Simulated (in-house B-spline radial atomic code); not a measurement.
Configurations of Sb7+, with energies counted from [Kr] 4d8. Level of theory: scalar-relativistic (X2C) r2SCAN0, spin-polarised, spherical fractional occupations, Fermi nucleus of rms radius 4.6802 fm; calculated with a B-spline radial code for spherical atoms. Shells without spins written out take the highest spin.

Caution: exact exchange at fractional occupations of open shells leaves self-interaction of up to several eV.

Occupations are held fixed; configurations that lie above the ionisation limit could autoionise.

| configuration | E - E(ref) (eV) | highest orbital | its <r> (bohr) |
| --- | --- | --- | --- |
| [Kr] 4d7 5s1 | 41.171 | 5s up | 1.695 |
| [Ar] 3d10 4s2 4p(3 up, 2 down) 4d(5 up, 4 down) | 75.206 | 4d down | 0.9514 |
| [Kr] 4d7 5f1 | 98.104 | 5f up | 2.987 |
| [Ar] 3d10 4s2 4p5 4d8 5d1 | 154.55 | 5d up | 2.253 |
| [Ar] 3d10 4s2 4p5 4d8 5f1 | 174.97 | 5f up | 2.975 |
| [Ar] 3d9 4s2 4p6 4d8 5p1 | 574.04 | 5p up | 1.858 |

Order these further configurations by energy, lowest first.
A. [Ar] 3d9 4s2 4p6 4d8 4f1
B. [Ar] 3d(5 up, 4 down) 4s2 4p6 4d(4 up, 4 down) 4f(0 up, 1 down)
C. [Kr] 4d(5 up, 2 down) 5s(0 up, 1 down)
D. [Ar] 3d10 4s2 4p5 4d8 4f1
E. [Ar] 3d10 4s2 4p(2 up, 3 down) 4d(4 up, 4 down) 5d(0 up, 1 down)

C (42.51 eV), D (146.88 eV), E (159.44 eV), A (587.22 eV), B (591.63 eV).

How far above the reference does [Ar] 3d10 4s2 4p5 4d8 5s1 lie?

117.98 eV; its least bound orbital is 5s up with <r> = 1.692 bohr.

How far above the reference does [Ar] 3d9 4s2 4p6 4d8 5d1 lie?

594.99 eV; its least bound orbital is 5d up with <r> = 2.23 bohr.
